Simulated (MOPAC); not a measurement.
MOPAC input (PM3):

```
PM3 FORCE THERMO(298,298) PRECISE LET UHF MS=0.5 GEO-OK AUX(PRECISION=9) THREADS=1
C6H13

C     2.49138518 1   -0.02790512 1   -0.68388615 1
C     1.13638141 1    0.52478382 1   -0.66028437 1
C     0.05363124 1   -0.14106682 1    0.10433544 1
C     0.16154311 1    0.25008450 1    1.57276019 1
C    -1.31418189 1    0.22923239 1   -0.47574811 1
C    -2.41047247 1   -0.70079754 1   -0.00644642 1
H     3.24645990 1    0.76379269 1   -0.58875699 1
H     2.66755178 1   -0.53718995 1   -1.64298543 1
H     2.66706407 1   -0.75813734 1    0.11780363 1
H     0.92144206 1    1.44659340 1   -1.20626287 1
H     0.18969390 1   -1.24849384 1    0.01589315 1
H     1.13813298 1   -0.03334946 1    1.98693268 1
H    -0.61168703 1   -0.24532245 1    2.17505970 1
H     0.04537678 1    1.33286708 1    1.71262392 1
H    -1.26095817 1    0.20592954 1   -1.58263172 1
H    -1.56344821 1    1.27629148 1   -0.21138655 1
H    -2.21126620 1   -1.74174327 1   -0.29465075 1
H    -2.52288675 1   -0.68185874 1    1.08641066 1
H    -3.37936732 1   -0.42060478 1   -0.43932309 1
```

From the output:

```
     H   19   5.485277

          HEAT OF FORMATION =     -12.634198 KCALS/MOLE

          ZERO POINT ENERGY     107.972 KCAL/MOL

           NORMAL COORDINATE ANALYSIS (Total motion = 1 Angstrom)

   Root No.       1         2         3         4         5         6         7         8

                 1 A       2 A       3 A       4 A       5 A       6 A       7 A       8 A

                  38.1      75.2      86.1     153.7     172.8     229.0     310.6     379.6

           1   -0.0037    0.0005    0.0002   -0.0013   -0.0038   -0.0021   -0.0169   -0.0338
           2   -0.0022   -0.0119    0.0107   -0.0015    0.0082    0.0385   -0.0271   -0.0189
           3    0.0500    0.0189    0.0197   -0.0016    0.0001    0.0007   -0.0138    0.0084
           4   -0.0035    0.0004    0.0005   -0.0014   -0.0035   -0.0004   -0.0167   -0.0298
           5    0.0006   -0.0057    0.0006   -0.0032   -0.0010   -0.0262    0.0106    0.0124
           6   -0.0387    0.0066   -0.0273    0.0103    0.0023    0.0117   -0.0306    0.0171
           7   -0.0011   -0.0075    0.0066   -0.0012    0.0008    0.0158   -0.0040   -0.0093
           8   -0.0013   -0.0007   -0.0033   -0.0039   -0.0039   -0.0382    0.0022    0.0046
           9   -0.0226   -0.0151   -0.0009   -0.0039   -0.0018   -0.0102    0.0115   -0.0336
          10   -0.0178   -0.0010   -0.0180    0.0176    0.0104    0.0062    0.0514    0.0196
          11   -0.0033    0.0209   -0.0098   -0.0006   -0.0019    0.0001    0.0335   -0.0286
          12   -0.0210   -0.0237    0.0029   -0.0059   -0.0026   -0.0249   -0.0039   -0.0227
          13    0.0068   -0.0100    0.0189   -0.0045   -0.0016    0.0235    0.0015    0.0208
          14    0.0020   -0.0031    0.0009   -0.0016   -0.0039   -0.0144   -0.0134    0.0198
          15   -0.0051   -0.0196    0.0259   -0.0117   -0.0066    0.0048    0.0266    0.0192
          16    0.0193    0.0158   -0.0058   -0.0103   -0.0025   -0.0360   -0.0224    0.0222
          17    0.0053   -0.0014   -0.0003    0.0085    0.0008    0.0228   -0.0058    0.0184
          18    0.0276    0.0315   -0.0217    0.0116    0.0078    0.0186    0.0145   -0.0017
          19    0.0464    0.0032    0.0146   -0.0085   -0.0100   -0.0452    0.0207   -0.0245
          20    0.0712   -0.1028   -0.0532    0.0055    0.0107    0.0645   -0.0408   -0.0334
          21    0.1617   -0.0814   -0.0434    0.0019   -0.0007    0.0041   -0.0063   -0.0020
          22   -0.0668   -0.0044   -0.0327    0.0066   -0.0036   -0.0050   -0.0276   -0.0178
          23   -0.1199    0.1244    0.1139   -0.0097    0.0109    0.0489   -0.0423   -0.0213
          24    0.1013   -0.0118    0.0074   -0.0026   -0.0006   -0.0006   -0.0063    0.0029
          25    0.0069    0.0026    0.0170   -0.0013    0.0015    0.0401   -0.0411   -0.0593
          26    0.0265   -0.0499   -0.0141    0.0022    0.0107    0.0613   -0.0409   -0.0311
          27   -0.0310    0.1493    0.1275   -0.0136   -0.0006   -0.0116   -0.0062    0.0102
          28   -0.0063    0.0072   -0.0060   -0.0009   -0.0082   -0.0281   -0.0130   -0.0223
          29   -0.0020   -0.0018   -0.0036   -0.0026   -0.0035   -0.0402    0.0103    0.0177
          30   -0.1144    0.0067   -0.0880    0.0321    0.0049    0.0306   -0.1325    0.1479
          31    0.0062   -0.0148    0.0181   -0.0033   -0.0013    0.0143    0.0029   -0.0002
          32   -0.0007   -0.0130   -0.0002   -0.0035   -0.0034   -0.0547    0.0085    0.0060
          33   -0.0283   -0.0226   -0.0073   -0.0014    0.0005   -0.0302    0.0122   -0.0355
          34   -0.0222    0.0014   -0.0241    0.0253    0.0117    0.0042    0.0720    0.0317
          35   -0.0010    0.0244    0.0045    0.1335   -0.1411    0.0019    0.0547   -0.0401
          36   -0.0326   -0.0191   -0.0176   -0.0432    0.0580   -0.0306    0.0348    0.0101
          37   -0.0157   -0.0035   -0.0043    0.1427   -0.1184   -0.0036    0.0633    0.0242
          38   -0.0046    0.0232   -0.0182   -0.0704    0.0717    0.0070    0.0304   -0.0322
          39   -0.0134   -0.0421    0.0185    0.0021   -0.0293   -0.0521   -0.0587   -0.0067
          40   -0.0276    0.0059   -0.0437   -0.0960    0.1455    0.0131    0.0775    0.0358
          41   -0.0053    0.0328   -0.0202   -0.0622    0.0661    0.0248    0.0513   -0.0524
          42   -0.0156   -0.0168    0.0120    0.0179   -0.0364   -0.0050   -0.0059   -0.0580
          43    0.0178   -0.0207    0.0471   -0.0041   -0.0014    0.0515    0.0214    0.0750
          44    0.0176    0.0308   -0.0382    0.0104    0.0036   -0.0173   -0.0314   -0.0209
          45   -0.0174   -0.0435    0.0521   -0.0200   -0.0120    0.0056    0.0384    0.0460
          46   -0.0071   -0.0225    0.0220   -0.0051   -0.0019    0.0383    0.0006    0.0070
          47   -0.0131   -0.0414    0.0458   -0.0105   -0.0111    0.0093    0.0082    0.0662
          48   -0.0045   -0.0380    0.0577   -0.0181   -0.0116    0.0094    0.0443    0.0684
          49    0.0346    0.0266   -0.0022    0.0532    0.0664   -0.0911   -0.0489    0.0154
          50    0.0201    0.0397   -0.0526   -0.0451   -0.0595    0.0307   -0.0118    0.0152
          51    0.0267    0.0533   -0.0629   -0.0768   -0.0897    0.0666    0.0304    0.0016
          52    0.0071    0.0283   -0.0438   -0.1397   -0.1329   -0.0215   -0.0134    0.0421
          53   -0.0094   -0.0382    0.0457    0.0475    0.0490   -0.0050   -0.0068    0.0269
          54    0.0409    0.0582   -0.0516    0.0019   -0.0096    0.0385    0.0147   -0.0113
          55    0.0258    0.0124    0.0091    0.0459    0.0554   -0.0495   -0.0301    0.0148
          56    0.0078   -0.0043    0.0050    0.0322    0.0169    0.0765    0.0111    0.0071
          57    0.0420    0.0249    0.0109    0.1342    0.1372   -0.0345   -0.0095   -0.0153

   Root No.       9        10        11        12        13        14        15        16

                 9 A      10 A      11 A      12 A      13 A      14 A      15 A      16 A

                 457.7     497.8     572.8     821.6     881.8     894.5     936.2     979.1

           1    0.0242   -0.0309   -0.0120   -0.0012    0.0104   -0.0044   -0.0134   -0.0015
           2    0.0011   -0.0187   -0.0054   -0.0016    0.0144   -0.0102   -0.0200   -0.0102
           3    0.0068   -0.0003    0.0028   -0.0012    0.0223    0.0354    0.0055   -0.0006
           4    0.0173   -0.0251   -0.0068    0.0004   -0.0031   -0.0034    0.0013    0.0003
           5    0.0418    0.0319   -0.0164   -0.0048    0.0187   -0.0119   -0.0136    0.0041
           6   -0.0162    0.0169   -0.0798   -0.0012   -0.0150   -0.0243   -0.0044    0.0059
           7    0.0055    0.0444    0.0094   -0.0031    0.0146   -0.0162    0.0242   -0.0045
           8    0.0381   -0.0076   -0.0201   -0.0001   -0.0200    0.0121    0.0110    0.0069
           9   -0.0255    0.0139    0.0285   -0.0008    0.0077   -0.0043   -0.0063   -0.0059
          10   -0.0036   -0.0152    0.0018    0.0005    0.0066   -0.0080    0.0270    0.0087
          11   -0.0114    0.0070    0.0193    0.0074   -0.0176    0.0123    0.0158   -0.0222
          12   -0.0054    0.0132    0.0205    0.0213   -0.0131    0.0134   -0.0070    0.0003
          13    0.0005    0.0381    0.0030   -0.0071   -0.0190    0.0165   -0.0119   -0.0030
          14   -0.0371   -0.0205    0.0046   -0.0069    0.0106   -0.0095    0.0074    0.0001
          15    0.0014   -0.0270   -0.0019   -0.0416    0.0038   -0.0046    0.0039   -0.0062
          16   -0.0393    0.0020    0.0066    0.0017   -0.0140    0.0143   -0.0180    0.0105
          17   -0.0214    0.0107    0.0059   -0.0015    0.0004   -0.0002   -0.0002   -0.0015
          18    0.0177   -0.0065   -0.0051   -0.0123    0.0039   -0.0046    0.0079    0.0050
          19    0.0596    0.0036    0.0140   -0.0078    0.0090   -0.1904   -0.1261   -0.0496
          20   -0.0166   -0.0487    0.0024    0.0048   -0.0328    0.0167    0.0281    0.0187
          21    0.0077   -0.0120    0.0275    0.0021   -0.0329   -0.0491   -0.0078    0.0025
          22    0.0221   -0.0073   -0.0865   -0.0128    0.1746    0.1917   -0.0201   -0.0252
          23   -0.0060   -0.0362    0.0070    0.0037   -0.0259    0.0138    0.0248    0.0172
          24    0.0094   -0.0054    0.0284    0.0019   -0.0312   -0.0464   -0.0036    0.0019
          25   -0.0025   -0.0878    0.0244    0.0122   -0.1077    0.0024    0.0712    0.0555
          26   -0.0141   -0.0457    0.0012    0.0039   -0.0243    0.0220    0.0249    0.0169
          27    0.0175    0.0011    0.0372    0.0015   -0.0341   -0.0634   -0.0124   -0.0010
          28    0.0417   -0.0382   -0.0094    0.0005   -0.0341    0.0089    0.0121    0.0375
          29    0.0559    0.0223   -0.0137   -0.0047    0.0006   -0.0039   -0.0071    0.0253
          30    0.1309   -0.0337    0.3173   -0.0004    0.0093   -0.0072   -0.0063   -0.0078
          31    0.0312    0.0720    0.0136   -0.0193    0.0099   -0.0127    0.0462   -0.0094
          32    0.0574    0.0067   -0.0038    0.0123   -0.0068    0.0140    0.0238    0.0875
          33   -0.0231    0.0049    0.0421    0.0293    0.0231   -0.0029   -0.0110    0.0890
          34   -0.0088   -0.0447    0.0002   -0.0059   -0.0164    0.0184   -0.0383   -0.0214
          35   -0.0410   -0.0101    0.0430    0.0070   -0.0046    0.0190   -0.0701    0.0093
          36   -0.0051   -0.0484    0.0070    0.0077   -0.0730    0.0727   -0.1235   -0.0812
          37   -0.0116   -0.0405   -0.0012   -0.0087   -0.0146    0.0160   -0.0309   -0.0262
          38   -0.0097    0.0197    0.0242    0.0132   -0.0028   -0.0012    0.0388    0.0033
          39    0.0470    0.0371   -0.0271    0.0217   -0.0696    0.0238    0.1590   -0.0943
          40   -0.0046   -0.0415    0.0020   -0.0070   -0.0075    0.0126   -0.0393   -0.0118
          41   -0.0421    0.0245    0.0603    0.0230    0.0421   -0.0187   -0.0236    0.0834
          42   -0.0352    0.0500    0.0606    0.0424    0.0564   -0.0329    0.0039    0.1194
          43    0.0072    0.0012   -0.0299    0.0993   -0.0112    0.0142   -0.0085    0.0406
          44   -0.0485    0.0132    0.0279   -0.1599   -0.0053    0.0015    0.0047    0.0044
          45    0.0094   -0.0484   -0.0166    0.0672    0.0148   -0.0122    0.0048   -0.0122
          46   -0.0159    0.0652    0.0224   -0.0008   -0.0011   -0.0001   -0.0078   -0.0688
          47   -0.0342   -0.0448   -0.0159    0.1609    0.0391   -0.0307    0.0145   -0.0167
          48    0.0178   -0.0724   -0.0358    0.0889    0.0122   -0.0082    0.0072    0.0380
          49   -0.0720   -0.0199    0.0114    0.0689    0.0450   -0.0397    0.0305   -0.0489
          50   -0.0268    0.0046    0.0035    0.1158    0.0350   -0.0293    0.0172   -0.0555
          51    0.0380    0.0053   -0.0104    0.0271   -0.0142    0.0141   -0.0157    0.0088
          52   -0.0627   -0.0307    0.0090   -0.0449    0.0277   -0.0269    0.0299   -0.0036
          53   -0.0385   -0.0039    0.0116   -0.1234   -0.0017   -0.0020    0.0134    0.0318
          54    0.0351    0.0098   -0.0101    0.0937   -0.0008    0.0033   -0.0113   -0.0193
          55   -0.0373    0.0105    0.0068    0.0317   -0.0192    0.0204   -0.0276    0.0048
          56    0.0322    0.0665   -0.0016    0.0330   -0.0891    0.0865   -0.0929    0.0468
          57    0.0033   -0.0088   -0.0024    0.0447    0.0259   -0.0238    0.0214   -0.0260

   Root No.      17        18        19        20        21        22        23        24

                17 A      18 A      19 A      20 A      21 A      22 A      23 A      24 A

                 994.2    1025.7    1105.7    1112.6    1133.0    1150.0    1160.9    1187.4

           1    0.0015   -0.0009    0.0007    0.0110   -0.0092    0.0010   -0.0037   -0.0319
           2    0.0163    0.0048    0.0047    0.0037    0.0123   -0.0011    0.0126    0.0209
           3   -0.0006    0.0002   -0.0000   -0.0008    0.0005   -0.0002    0.0004    0.0040
           4    0.0009    0.0013   -0.0006   -0.0094    0.0085    0.0023    0.0026    0.0311
           5   -0.0100   -0.0081   -0.0115   -0.0174   -0.0265   -0.0168   -0.0217   -0.0276
           6   -0.0034   -0.0021    0.0017    0.0032    0.0040    0.0038    0.0005   -0.0015
           7   -0.0053   -0.0000    0.0006   -0.0048   -0.0087    0.0194   -0.0385    0.0167
           8   -0.0059    0.0072   -0.0012   -0.0004    0.0092    0.0087    0.0194    0.0001
```
